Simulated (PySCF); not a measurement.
## Assigning NMR signals

Molfile (atoms numbered from 1):
```
C4H7F3NPSi
     RDKit          3D

 17 16  0  0  0  0  0  0  0  0999 V2000
    1.4326    0.2298    2.5820 C   0  0  0  0  0  0  0  0  0  0  0  0
    0.8280    0.3274    1.5461 C   0  0  0  0  0  0  0  0  0  0  0  0
   -0.1249    0.1919    0.0541 P   0  0  1  0  0  5  0  0  0  0  0  0
    0.6933    1.3493   -1.1072 C   0  0  0  0  0  0  0  0  0  0  0  0
   -0.6732   -1.1812   -0.3915 N   0  0  0  0  0  0  0  0  0  0  0  0
    0.1053   -2.5756   -1.0570 Si  0  0  0  0  0  4  0  0  0  0  0  0
   -1.6294    1.1953    0.5645 C   0  0  0  0  0  0  0  0  0  0  0  0
   -1.2866    2.3990    1.0576 F   0  0  0  0  0  0  0  0  0  0  0  0
   -2.3608    0.5852    1.4944 F   0  0  0  0  0  0  0  0  0  0  0  0
   -2.4217    1.4259   -0.4890 F   0  0  0  0  0  0  0  0  0  0  0  0
    1.9758    0.2095    3.4831 H   0  0  0  0  0  0  0  0  0  0  0  0
    1.6687    0.9409   -1.3704 H   0  0  0  0  0  0  0  0  0  0  0  0
    0.0798    1.4148   -2.0067 H   0  0  0  0  0  0  0  0  0  0  0  0
    0.8169    2.3348   -0.6605 H   0  0  0  0  0  0  0  0  0  0  0  0
    1.1711   -3.0523   -0.1695 H   0  0  0  0  0  0  0  0  0  0  0  0
   -0.9895   -3.5278   -1.1816 H   0  0  0  0  0  0  0  0  0  0  0  0
    0.7077   -2.2549   -2.3582 H   0  0  0  0  0  0  0  0  0  0  0  0
  1  2  3  0
  3  2  1  1
  3  4  1  0
  3  5  2  0
  5  6  1  0
  3  7  1  0
  7  8  1  0
  7  9  1  0
  7 10  1  0
  1 11  1  0
  4 12  1  0
  4 13  1  0
  4 14  1  0
  6 15  1  0
  6 16  1  0
  6 17  1  0
M  END
```

- σ from GIAO-PBE0/pcSseg-1
- geometry from GFN2-xTB
- code: PySCF 2.14
- non-relativistic Hamiltonian, single conformer, fast rotation and ring inversion assumed for equivalent nuclei, no solvent

Shifts are taken against calculated references (same method and geometry level): ¹³C and ¹H against TMS.

Problem. Assign these signals to the numbered atoms. ¹³C{¹H} NMR (computed): δ 131.4, 101.7, 81.1, 19.9.

Solution. 
```tsv
δ (ppm)	atoms	environment	reason
131.4	C7	CF3 carbon	3 electronegative neighbours deshield it
101.7	C1	terminal alkyne carbon	the triple bond shields along its axis, which puts it between sp3 and sp2 carbons
81.1	C2	alkyne carbon	sp carbons lie upfield of alkene carbons because the cylindrical π system leaves one tensor component strongly shielded
19.9	C4	methyl carbon bonded to P	–
```

Problem. Assign these signals to the numbered atoms. ¹H NMR (400 MHz, computed): δ 4.94 (m, 3H), 2.61 (m, 1H), 1.88 (m, 3H).

Solution. 
| δ (ppm) | atoms | environment | reason |
| --- | --- | --- | --- |
| 4.94 | H15/H16/H17 | hydrogen on a silicon bonded to N | – |
| 2.61 | H11 | hydrogen on a terminal alkyne carbon | it lies on the axis of the triple bond, in its shielding cone |
| 1.88 | H12/H13/H14 | hydrogen on a methyl carbon bonded to P | – |

Splittings by ¹⁹F and ³¹P in the carbon and heteronuclear signals aren't shown, as no couplings were computed. Shifts are as computed. Against solution values, carbons near 30 ppm lie about +3 ppm off and those near 130 ppm about +5 ppm. Of 1211 compounds with measured shifts, 218 miss one by over three times the rms of a fit or turn the order of signals round; such compounds aren't used in these exercises. Multiplicities follow the n + 1 count of equivalent neighbours, as no J values were calculated; m marks all less simple cases, F and P coupling included.
